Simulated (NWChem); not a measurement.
C$_{3}$H$_{8}$Si; SMILES C/C=C\[SiH3]

All runs: NWChem. Each level has its own optimisation; frequencies are unscaled. Brackets give each atom's bonded neighbours.

```json
[
 {"level": "Hartree-Fock/STO-3G", "r C–C [C(CCH)–C(CHHH)] (Å)": "1.523", "r C–C [C(CCH)–C(CHSi)] (Å)": "1.313", "r C–H [C(CCH)–H(C)] (Å)": "1.087", "r C–Si (Å)": "1.854", "highest harmonic frequency (cm⁻¹)": "3755", "lowest (cm⁻¹)": "77", "zero-point energy (kcal/mol)": "72.8", "dipole (D)": "0.18"},
 {"level": "B3LYP/3-21G", "r C–C [C(CCH)–C(CHHH)] (Å)": "1.510", "r C–C [C(CCH)–C(CHSi)] (Å)": "1.339", "r C–H [C(CCH)–H(C)] (Å)": "1.091", "r C–Si (Å)": "1.903", "highest harmonic frequency (cm⁻¹)": "3152", "lowest (cm⁻¹)": "43", "zero-point energy (kcal/mol)": "59.9", "dipole (D)": "1.16"},
 {"level": "PBE0/def2-SVP", "r C–C [C(CCH)–C(CHHH)] (Å)": "1.492", "r C–C [C(CCH)–C(CHSi)] (Å)": "1.342", "r C–H [C(CCH)–H(C)] (Å)": "1.099", "r C–Si (Å)": "1.875", "highest harmonic frequency (cm⁻¹)": "3173", "lowest (cm⁻¹)": "41", "zero-point energy (kcal/mol)": "59.6", "dipole (D)": "1.25"}
]
```
